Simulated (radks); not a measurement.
Task: The mean radii <r> (bohr) of the occupied orbitals of an atom or ion are listed with their occupations. Calculated with a radial shooting solver on a logarithmic mesh with Libxc functionals: Dirac Kohn-Sham, PBEsol, spin-unpolarised, spherical densities, finite nucleus; Fermi nuclear charge, rms radius of each element as measured or else 0.836 A^(1/3) + 0.57 fm.

orbital  occ.      <r>
1s1/2       2  0.01805
2s1/2       2  0.07561
2p1/2       2  0.06247
2p3/2       4  0.07055
3s1/2       2   0.1970
3p1/2       2   0.1870
3p3/2       4   0.2019
3d3/2       4   0.1765
3d5/2       6   0.1811
4s1/2       2   0.4406
4p1/2       2   0.4451
4p3/2       4   0.4786
4d3/2       4   0.4935
4d5/2       6   0.5049
5s1/2       2    1.036
5p1/2       2    1.137
5p3/2       4    1.240
4f5/2       6   0.5762
4f7/2       8   0.5850
6s1/2       2    3.059
5d3/2       2    1.880
5d5/2       3    1.970

Name the element and its charge. Open shells, if any, are shared by 2j + 1.

Result: Z = 75, rhenium, charge 0: Re in [Xe] 4f14 5d5 6s2. The 1s radius gives Z: for a bare nucleus <r> = (2 gamma + 1)/(2Z) with gamma = sqrt(1 - (Z/c)^2), 0.01783 bohr for Z = 75, and screening makes it slightly larger (0.01805 here). The occupations add up to 75, and the charge is Z minus that.
